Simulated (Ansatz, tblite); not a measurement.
Cost and result up the ladder for Ga7P7 (14 atoms). Charge 0, multiplicity 1. Geometry: PBE-D4/def2-SVP.

```xyz
14

Ga    0.542    3.120    0.438
Ga   -0.033   -1.911    2.247
Ga   -0.597    1.002    1.861
Ga    2.832   -1.312    0.167
Ga   -1.012   -0.389   -1.909
Ga    0.234    2.056   -2.440
Ga   -0.335   -2.897   -0.426
P    -0.884    3.283    2.079
P     2.008    1.979   -0.950
P    -1.369   -0.570    3.329
P     1.306   -3.339    1.087
P    -1.486    1.225   -3.491
P    -1.950   -2.471   -1.828
P     0.743    0.225   -0.164
```

Ansatz on 2 threads of AMD EPYC 7R13 on a shared host and a share (18 GiB) of an NVIDIA H100 80GB HBM3; xTB runs through tblite on one thread. Times are rough, summed over both states, and most runs start from the orbitals of an earlier one. CAM-B3LYP-D4/def2-TZVP serves as the yardstick here, not as an exact answer. The other state is a doublet.

The xTB rows come from tblite. Single mean-field runs in def2-TZVP are fitted with def2-universal-jkfit.

Raw xTB energies of ions are shifted by several eV.

```csv
level,functions,vertical IE (eV),difference from CAM-B3LYP-D4/def2-TZVP (eV)
PBE-D4/def2-TZVP,595,6.84,-0.42
CAM-B3LYP-D4/def2-TZVP (with forces),595,7.26,0.00
GFN2-xTB,126,11.21,3.94
GFN1-xTB,126,10.72,3.46
PBE0-D4/def2-TZVP (with forces),595,7.09,-0.17
```

(1) Estimate how long each takes.

Answers

(1) GFN1-xTB 0.17 s; GFN2-xTB 0.21 s; PBE-D4/def2-TZVP 12 s; PBE0-D4/def2-TZVP (with forces) 20 s; CAM-B3LYP-D4/def2-TZVP (with forces) 50 s. On shared hardware such times vary by a factor of up to 3.
